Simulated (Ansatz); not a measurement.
Geometry optimisation, RHF/def2-SVP in Ansatz.

The input (input.yaml):

```yaml
crystal:
  periodic: [false, false, false]
  atoms:
    - { symbol: W, position_ang: [0.0, 0.0, 0.0] }
    - { symbol: H, position_ang: [0.0, 0.0, 2.07] }
    - { symbol: O, position_ang: [1.94, 0.0, 0.0] }
    - { symbol: H, position_ang: [2.2771, -0.9519, -0.0197] }
    - { symbol: F, position_ang: [0.0, 1.85, 0.0] }
    - { symbol: F, position_ang: [-1.85, 0.0, 0.0] }
    - { symbol: F, position_ang: [0.0, -1.85, 0.0] }
    - { symbol: F, position_ang: [0.0, 0.0, -1.85] }
    - { symbol: Br, position_ang: [1.8861, 1.9648, 0.905] }
    - { symbol: H, position_ang: [0.6964, 0.7254, 2.129] }
basis:
  gaussian: { orbitals: def2-SVP }
hamiltonian:
  xc: hf
relax:
  f_tol: 0.15
  max_steps: 25
  restrain:
    - { distance: [0, 8], at: 2.57, k: 30.0 }
    - { distance: [9, 1], at: 0.66, k: 30.0 }
    - { distance: [0, 1], at: 2.92, k: 30.0 }
    - { distance: [9, 8], at: 2.75, k: 30.0 }
output:
  orbitals: {}
```

Launched with:

```bash
$ ansatz run input.yaml --threads 4 --pin off --max-ram 5120MiB --backend cpu --events-out ev --progress --plain --runs-dir out
```

Q: Where does it end, and by what steps?

A: The forces met the threshold. The restraints hold the end off the free minimum; the threshold counts their pulls, which the force column leaves out. Restrained pairs: W1–Br9 (2.87 → 2.54 Å), H2–H10 (1.01 → 0.71 Å), W1–H2 (2.07 → 2.94 Å), Br9–H10 (2.11 → 2.76 Å). After 22 steps the energy has fallen by 8.721 eV (the restraints' own energy left out); H4 moved furthest, 1.47 Å.

| step | energy less start (eV) | largest force component (eV/Å) | accepted |
| --- | --- | --- | --- |
| 0 | 0.0000 | 7.964 | yes |
| 1 | -1.6164 | 6.994 | yes |
| 2 | -3.8456 | 4.753 | yes |
| 3 | -5.5657 | 2.584 | yes |
| 4 | -6.6744 | 1.725 | yes |
| 5 | -7.1601 | 0.607 | yes |
| 6 | -7.4976 | 0.836 | yes |
| 7 | -7.7652 | 0.827 | yes |
| 8 | -7.9925 | 0.823 | yes |
| 9 | -8.1487 | 0.826 | yes |
| 10 | -8.2839 | 0.900 | yes |
| 11 | -8.4320 | 1.032 | yes |
| 12 | -8.5364 | 1.068 | yes |
| 13 | -8.6085 | 1.192 | yes |
| 14 | -8.6674 | 0.935 | yes |
| 15 | -8.6761 | 1.247 | yes |
| 16 | -8.6845 | 1.195 | no |
| 17 | -8.6978 | 1.258 | yes |
| 18 | -8.7102 | 1.249 | yes |
| 19 | -8.7197 | 1.241 | yes |
| 20 | -8.6876 | 1.802 | no |
| 21 | -8.7212 | 1.223 | yes |
| 22 | -8.7214 | 1.236 | yes |

```xyz
10
Properties=species:S:1:pos:R:3
W 0.402 0.233 -0.226
H -0.547 -0.166 2.531
O 1.971 -0.251 -0.948
H 2.859 -0.392 -1.245
F 0.291 1.694 -1.330
F -1.169 0.794 0.534
F 0.344 -1.283 0.800
F -0.601 -0.677 -1.471
Br 1.627 1.586 1.543
H -0.227 0.199 3.047
```

Time of the run: 76 s on 4 threads of Arm Neoverse V1 (shared host), peak memory 0.56 GiB.
